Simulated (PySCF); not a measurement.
# [Zn(CH3)2] (charge 0, multiplicity 1)

Method: PBE-D3(BJ)/def2-TZVP // PBE-D3(BJ)/def2-SVP (PySCF).

```
Property                                                                   Value
----------------------------------------  --------------------------------------
HOMO                                                                    -6.04 eV
dipole moment                                                          0.000 e·Å
HOMO–LUMO gap                                                            5.50 eV
LUMO                                                                    -0.54 eV
charge on the central atom (Mulliken)                                     0.31 e
charge on the central atom (meta-Löwdin)                                  1.01 e
total energy                                                       -1858.8581 Ha
cost                                      about 40 core-seconds (a rough figure)
```

```xyz
9

Zn     0.0000     0.0000     0.0000
C      1.8529    -0.4903     0.3426
H      2.1074    -0.3889     1.4186
H      2.5552     0.1536    -0.2274
H      2.0550    -1.5424     0.0508
C     -1.8529     0.4904    -0.3426
H     -2.0411     1.5581    -0.1033
H     -2.5531    -0.1161     0.2696
H     -2.1234     0.3357    -1.4083
```
Charge 0, spin multiplicity 1.
